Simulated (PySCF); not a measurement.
H₂BFSe (SMILES FB[SeH]), singlet, geometry from GFN2-xTB. Base run: PBE0/6-31G run with PySCF.

Here is a job for PySCF.
```python
from pyscf import gto, scf, dft, solvent

mol = gto.Mole()
mol.atom = '''
    B    -0.47773658   -0.88932171    0.68883713
    F     0.47836115   -1.56361938    1.28189972
    H    -1.58813161   -1.20366501    0.88176931
    Se    0.02844956    0.55190639   -0.44187661
    H    -1.29572082    0.95803059   -0.83924780
'''
mol.basis = '6-31g'
mol.verbose = 3
mol.build()

mf = dft.RKS(mol)
mf.xc = 'pbe0'
mf.kernel()
```

Base: dipole (D) 1.85; HOMO-LUMO gap (eV) 7.21.

A changed run: ΔE vs base (kJ/mol) -4.95; dipole (D) 2.08; HOMO-LUMO gap (eV) 7.21.

Q: Which change was made?
A) model = IEF-PCM; solvent = toluene
B) model = IEF-PCM; solvent = methanol
C) model = IEF-PCM; solvent = n-hexane
D) model = IEF-PCM; solvent = methanol; lebedev_order = 41
E) model = IEF-PCM; solvent = methanol; vdw_scale = 1.1

A: A, model = IEF-PCM; solvent = toluene

The base is the gas phase, so ΔE is the electrostatic part of solvation at a fixed geometry, without cavity and dispersion terms.
